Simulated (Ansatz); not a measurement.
Two structures of CH$_{9}$NSn, singlet, reached by relaxing down either side of one saddle point (PBE0-D4/def2-TZVP). Energies are electronic, without zero-point energy. Program: Ansatz 0.2.0. Basis: def2-TZVPP and def2-QZVPP. Cores are frozen in the correlated methods. Filled d shells of the heavier atoms are correlated. Core potentials replace the inner electrons of the atoms past krypton. The def2 sets are not built for correlating such inner shells, so the correlated values are less sure here. Extrapolation: Hartree–Fock as exp(−7.88 √X), correlation as X^−2.97. First:

Sn1  (-1.263, 1.104, 0.682)
N2  (-0.093, -0.506, 0.284)
C3  (0.138, -0.862, -1.104)
H4  (-2.794, 0.986, -0.086)
H5  (-0.420, 2.452, 0.066)
H6  (-1.440, 1.162, 2.376)
H7  (2.402, -0.123, 0.715)
H8  (3.148, -0.042, 0.707)
H9  (-0.356, -1.317, 0.828)
H10  (0.903, -1.642, -1.173)
H11  (-0.750, -1.218, -1.647)
H12  (0.526, 0.005, -1.647)
(Å)

Second:

Sn1  (-0.394, 1.783, 0.862)
N2  (0.218, -1.098, 0.253)
C3  (0.295, -1.253, -1.190)
H4  (-1.679, 1.191, -0.090)
H5  (-0.744, 3.447, 1.158)
H6  (-0.308, 1.034, 2.389)
H7  (1.091, -1.361, 0.694)
H8  (1.093, 1.753, 0.029)
H9  (-0.502, -1.693, 0.645)
H10  (0.517, -2.272, -1.533)
H11  (-0.654, -0.945, -1.635)
H12  (1.066, -0.587, -1.582)
(Å)

**Question.** Which bonds change from the first to the second?

**Answer.** CH₇NSn ([CH3][NH][SnH3]) + H₂ → CH₅N ([CH3][NH2]) + SnH₄; bonds formed: Sn1–H8, N2–H7; bonds broken: Sn1–N2, H7–H8.

**Question.** Give the saddle point's structure and its height above each. (To be estimated.)

**Answer.** Computed: 141.5 kJ/mol above the first and 183.3 kJ/mol above the second (CCSD(T) at an estimated basis limit (MP2 extrapolated from triple and quadruple zeta, plus CCSD(T) − MP2 in triple zeta)).
Sn1  (-0.574, 1.177, 0.863)
N2  (0.167, -0.742, 0.155)
C3  (0.159, -0.984, -1.282)
H4  (-2.209, 0.852, 0.372)
H5  (-0.050, 2.494, -0.077)
H6  (-0.600, 1.352, 2.554)
H7  (1.180, -0.194, 0.639)
H8  (1.614, 0.698, 1.100)
H9  (-0.194, -1.540, 0.672)
H10  (0.640, -1.934, -1.526)
H11  (-0.854, -0.993, -1.698)
H12  (0.722, -0.186, -1.774)
(Å)

The T1 diagnostic stays at or below 0.014.

Labels in which every atom is bracketed show which atoms are joined, not bond orders.

For scale, one of the runs: CCSD(T)/def2-TZVPP, 238 basis functions, launched by `ansatz run in.yaml --threads 4 --pin off --events-out ev --progress --plain --max-ram 9574MiB`. Time: 2.5 min of wall clock on 4 CPU threads of an Arm Neoverse V1; the host was shared. Peak host memory: 5 GiB.
